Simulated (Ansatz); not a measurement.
```xyz
3

S     0.0283    0.0138   -0.4102
O    -0.0170    1.2947    0.3556
O    -0.0058   -1.2997    0.3777
```

Basis set: def2-TZVP (spherical functions). Correlated methods keep 7 orbitals frozen. Charge 0, multiplicity 1.

Computed with Ansatz (development build ahead of 0.2.0); each method stands on the lowest determinant of its kind that the runs found. Restricted open shells among the atoms or ions are ROHF, correlated in semicanonical orbitals with singles.

The atomization energy at this shape (free ground-state atoms in the same class of orbitals less the molecule, no zero-point energy) of singlet SO2:

| method | atomization energy |
| --- | --- |
| RHF-MP2 | 1088.9 kJ/mol |

What does RHF give?

408.6 kJ/mol. Caution: in another basis set an unrestricted determinant lies well below; the shape is not the minimum.
